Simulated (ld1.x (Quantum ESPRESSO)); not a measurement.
An all-electron radial function and its pseudo partner (rhodium (Rh))

Columns: radius, all-electron u(r) and pseudo u(r) of the 4d shell (level -5.95 eV) of rhodium in the configuration [Kr] 4d8 5s1 5p0; PBEsol, scalar-relativistic, TM scheme, ld1.x (Quantum ESPRESSO) 7.5.

```csv
r (bohr),all-electron,pseudo
0.180,0.3707,-0.0169
0.360,0.2546,-0.1195
0.540,-0.1911,-0.3261
0.720,-0.5567,-0.5725
0.900,-0.7602,-0.7651
1.080,-0.8338,-0.8528
1.260,-0.8281,-0.8475
1.440,-0.7810,-0.7909
1.620,-0.7157,-0.7182
1.800,-0.6453,-0.6454
1.980,-0.5762,-0.5762
2.160,-0.5116,-0.5116
2.340,-0.4528,-0.4528
2.520,-0.4000,-0.4000
2.700,-0.3530,-0.3530
2.880,-0.3113,-0.3113
3.060,-0.2744,-0.2744
3.240,-0.2419,-0.2419
3.420,-0.2132,-0.2132
3.600,-0.1879,-0.1879
3.780,-0.1656,-0.1656
3.960,-0.1459,-0.1459
4.140,-0.1286,-0.1286
4.320,-0.1134,-0.1134
4.500,-0.0999,-0.0999
4.680,-0.0881,-0.0881
```

Problem. How many radial nodes do the two functions have?

Solution. The all-electron 4d function has n − l − 1 = 1; the pseudo-wave has 0, since the states of the same l below it are removed with the core.

Problem. At about which radius was the pseudo-wave matched?

Solution. 2.00 bohr. The columns agree to 0.0005 from 1.80 bohr on; several derivatives are matched, so the curves merge somewhat inside the radius.

Problem. Where does each function peak?

Solution. Outermost all-electron maximum near 1.08 bohr, pseudo maximum near 1.08 bohr (to the table’s step).

Problem. Is the pseudo-wave norm-conserving?

Solution. Yes: the TM scheme keeps the norm inside the radius equal to the all-electron one, which fixes the energy derivative of the logarithmic derivative at the level.
